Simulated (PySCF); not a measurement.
# Polarisability and C₆ of In⁺ (indium, charge +1)

[Kr] 4d10 5s2, closed-shell 1S. Computed with PySCF 2.14 in aug-cc-pV5Z-PP with ECP28MDF, with a scalar-relativistic core potential. Coupled (time-dependent) response in atomic units; α is the mean over directions.

| method | mean α (bohr³) | C₆ (like pair) | S(−4) |
| --- | --- | --- | --- |
| UHF | 29.53 | 207.8 | 386.4 |
| PBE | 23.43 | 158.8 | 223.7 |
| PBE0 | 24.72 | 168.6 | 254.8 |

S(−4) is the Cauchy moment in α(ω) = α(0) + S(−4) ω² + …

α(iu) at PBE0:

```tsv
u (hartree)	α(iu) (bohr³)
0	24.72
0.0500	24.10
0.100	22.45
0.200	17.85
0.300	13.70
0.500	8.607
0.750	5.642
1.00	4.138
1.50	2.628
2.00	1.859
3.00	1.080
5.00	0.4869
```

For an ion, C₆ is the dispersion term alone; charge-induced terms of lower order in 1/R come first.

Energies and moments cover only the electrons outside the core potential.
